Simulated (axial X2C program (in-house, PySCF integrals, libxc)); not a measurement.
**Low determinants of F⁺**

Computed with an axial X2C code built on PySCF integrals, basis dyall-v3z (cores contracted in-house), spin-free (one-electron X2C) and two-component (2c, atomic mean-field Coulomb and Gaunt terms). Energies in eV from the lowest row of each column (rows without correlated energies are left out; n/a marks j-coupled starts, which PBE0 does not hold); electrons by l are Mulliken totals of the Hartree–Fock solution, and PBE0 can relax to another configuration under the same block occupation. Coupled cluster uses truncated natural virtuals with an MP2 remainder. Frozen shells in the correlated columns: 1 s.

The low spin-free determinants:

```csv
electrons by l,"M_S, M_L",HF,MP2,PBE0
s4 p4,"1, 0",0.00,0.00,0.00
s4 p4,"1, 1",0.11,0.01,0.24
s4 p4,"0, 1",1.38,1.33,1.18
```

And the two-component ones:

```
electrons by l  2M_J    HF   MP2  PBE0
         s4 p4     4  0.09  0.00  0.22
         s4 p4     2  0.00  0.01  0.00
         s4 p4     2  1.40  1.36  1.20
```

Ground level as tabulated from the NIST Atomic Spectra Database (leading term): 2S+1 = 3, L = 1, J = 2.

Single determinants need not be terms or J levels, so several rows can belong to one term; PBE0 has no current term and treats spin collinearly, and Hartree–Fock breaks spherical symmetry, which spreads rows that should be degenerate. The search is wide but not exhaustive and can miss a configuration; gaps between s and d configurations can be off by some tenths of an eV with this basis and core.

The run took 2.7 s on 1 thread of Arm Neoverse V2, with other jobs on the host.
